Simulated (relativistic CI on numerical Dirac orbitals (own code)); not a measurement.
Hyperfine structure of Pr⁵⁰⁺, mass number 141

Calculated at this level of theory: Dirac-Coulomb-Breit CI, KLI orbitals optimised for each configuration, QED by a radiative potential, unscaled Slater integrals (own radial code, finite nucleus).

Configuration list (outside the closed core 1s2): 2s2 2p5, 2s 2p6, 2p6 3s, 2p6 3p, 2p6 3d, 2s2 2p4 3s, 2s2 2p4 3p, 2s2 2p4 3d, 2s 2p5 3s, 2s 2p5 3p, 2s 2p5 3d, 2s2 2p4 4s, 2s2 2p4 4p, 2s2 2p4 4d, 2s2 2p4 4f, 2s 2p5 4s. Levels of other configurations are missing.

Nuclear spin I = 5/2, μ = 4.266 μN, Q = -0.0589 b (tables of Stone and Pyykkö). The electronic factors are computed for point nuclear moments, without core polarisation or the Bohr-Weisskopf and QED corrections.

```tsv
Level	E (eV)	A (GHz)	B (GHz)
2s2 2p5 2P°_3/2	0.00	669.6	43.8
2s2 2p5 2P°_1/2	497.67	4675	
2s 2p6 2S_1/2	842.59	14810	
2s2 2p4 3s 4P_5/2	5237.90	1344	-4.95
2s2 2p4 3s 2P_3/2	5246.27	-16.37	-1.91
2s2 2p4 3s 2S_1/2	5284.36	4061	
2s2 2p4 3p 2P°_1/2	5378.81	1298	
2s2 2p4 3p 2D°_5/2	5471.79	486.7	0.034
```

Levels with J = 0, under 50 % of one LS term, or S terms without an open s electron are left out. Small factors come from cancelling terms and can be off by tens of per cent or more.

At this charge energies of transitions that change n are usually good to better than 1 %, and those within a shell (Δn = 0) to a few per cent.

Q: Give the hyperfine levels of 2s2 2p5 2P°_1/2 relative to its centre of gravity.

A: With K = F(F + 1) − I(I + 1) − J(J + 1), E = AK/2: F = 2: -8181, F = 3: 5844 GHz.

LS names give the leading component of a level, which can be under half, so a name can repeat, a term be missing and a line seem to break the LS rules.
